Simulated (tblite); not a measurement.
C5H5FNO (doublet state).
Structure used (GFN2-xTB), in Å, numbered top down from 1:
```
atom  x, y, z in Å
N1     2.848   -0.395    0.474
C2     1.951   -0.173   -0.406
C3     0.546   -0.057   -0.210
C4    -0.232   -0.143    0.969
C5    -1.533    0.031    0.633
C6    -1.581    0.271   -0.843
F7    -2.046    1.539   -1.139
O8    -0.265    0.159   -1.287
H9     2.494   -0.501    1.423
H10    2.290   -0.056   -1.430
H11    0.161   -0.317    1.952
H12   -2.401    0.053    1.258
H13   -2.235   -0.409   -1.413
```

The geometry is computed with GFN2-xTB (gas phase). This method treats the open shell by occupation alone, without spin polarisation.

Masses are those of the commonest isotopes; rigid-rotor values at the optimised geometry. The values belong to one conformer with, in the numbering `[H]/[N:1]=[CH:2]\[C:3]1=[CH:4][CH:5][C@@H:6]([F:7])[O:8]1`, N1–C2–C3–C4 0°.

Problem. What are A, B and C (MHz)?

Solution. Ia = 90.35, Ib = 375.77, Ic = 437.27 u·Å²; 505379 MHz·u·Å²/I gives A = 5593, B = 1345, C = 1156 MHz.

Problem. Classify the top.

Solution. A near-prolate asymmetric top: κ = (2 × 1345 − 5593 − 1156)/(5593 − 1156) = -0.91.

Problem. Is it planar, by Δ = Ic − Ia − Ib?

Solution. Not planar: Δ = Ic − Ia − Ib = -28.85 u·Å². For a rigid frame Δ = −2 Σ m c², so Σ m c² = 14.42 u·Å² lies off the ab plane: 2.12 from hydrogen and 12.31 from heavier atoms. The atom farthest from that plane is 1.35 Å away.

Problem. Give the other two planar moments, Paa and Pbb, and the rms extents of the mass along the axes.

Solution. Paa = Σ m a² = (Ib + Ic − Ia)/2 = 361.34 and Pbb = Σ m b² = (Ia + Ic − Ib)/2 = 75.93 u·Å². With the mass M = 114.04 u, the rms extents √(P/M) along a, b and c are 1.78, 0.82, 0.36 Å.

Problem. Estimate the classical rotational partition function at 10 K, 50 K and 200 K.

Solution. Point group C1, symmetry number σ = 1; q = (√π/σ)·√((kT/h)³/(ABC)), k/h = 20836.6 MHz/K: 1810 at 10 K, 20200 at 50 K, 162000 at 200 K.

For this open shell read J as N, the rotation without spin; fine and hyperfine splittings come on top. Its GFN2-xTB frequencies are all real (lowest 86 cm⁻¹). Zero-point vibration and centrifugal distortion are left out.

On Arm Neoverse V2, one thread (shared host), this took 0.28 s of wall time. This is the geometry optimisation.
